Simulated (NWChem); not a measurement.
System: MoNH$_{2}$O$_{2}$Cl; SMILES [NH]=[Mo](=[O])([OH])[Cl]

```xyz
7

Mo     0.0130    -0.2034     0.0621
O      0.8100    -0.6415     1.4601
N      0.9462    -0.7248    -1.2843
H      1.8175    -1.1595    -1.5890
Cl    -0.1657     2.0728    -0.0496
O     -1.6551    -1.0350    -0.0068
H     -1.9893    -1.5410    -0.7569
```
Atoms are numbered in this order, from 1.

Level: PBE0/def2-SVP with def2 effective core potentials on Mo (NWChem), optimised geometry, unscaled harmonic frequencies. def2 effective core potentials on Mo; no spin-orbit coupling.

| frequency (cm⁻¹) | IR intensity (km/mol) |
|---|---|
| 152 | 1.0 |
| 189 | 5.9 |
| 243 | 3.6 |
| 257 | 1.9 |
| 304 | 54.4 |
| 363 | 39.3 |
| 420 | 66.0 |
| 526 | 158.2 |
| 624 | 233.5 |
| 687 | 57.9 |
| 775 | 100.0 |
| 1019 | 135.3 |
| 1067 | 124.0 |
| 3612 | 196.4 |
| 3903 | 258.7 |

The zero-point energy is 20.2 kcal/mol and the thermal correction to the enthalpy at 298.15 K (with zero-point energy) is 25.0 kcal/mol. The heat capacity Cv is 22.3 cal/(mol K) and the entropy at 298.15 K and 1 atm (symmetry number 1) is 82.4 cal/(mol K).

Rigid rotor and harmonic oscillator.
